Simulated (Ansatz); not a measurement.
`COB(O)O[SiH3]` and `O[B](O[SiH3])[AlH][F]` differ in one atom or group.

Ansatz, PBE0-D4/def2-TZVP geometries, multiplicity 1. Each molecule was computed in one conformer, which needn't be the lowest.

```csv
property,`COB(O)O[SiH3]`
HOMO–LUMO gap (PBE/def2-TZVPP) / eV,6.57
size of the dipole moment (ωB97M-V/def2-TZVPP) / D,3.07
size of the dipole moment (PBE/def2-TZVPP) / D,2.95
HOMO–LUMO gap (B3LYP/def2-TZVPP) / eV,8.44
HOMO energy (PBE0/def2-TZVPP) / eV,-8.67
HOMO–LUMO gap (PBE0/def2-TZVPP) / eV,8.96
```

(1) What does the change do to each property? (An estimate is asked.)

Results:

(1) Computed: 
```csv
property,`O[B](O[SiH3])[AlH][F]`,shift
HOMO–LUMO gap (PBE/def2-TZVPP) / eV,3.46,-3.11
size of the dipole moment (ωB97M-V/def2-TZVPP) / D,1.48,-1.59
size of the dipole moment (PBE/def2-TZVPP) / D,1.40,-1.55
HOMO–LUMO gap (B3LYP/def2-TZVPP) / eV,5.10,-3.34
HOMO energy (PBE0/def2-TZVPP) / eV,-7.46,1.21
HOMO–LUMO gap (PBE0/def2-TZVPP) / eV,5.48,-3.48
```

With PBE0 the HOMO rises by 1.21 eV and the LUMO falls by 2.27 eV, so the gap narrows by about 3.48 eV. PBE moves the HOMO by 0.94 eV and ωB97M-V by 1.41 eV. Dipoles are sizes alone; their direction can turn.

B3LYP here is the variant with VWN-RPA as its local correlation; programs differ in this.
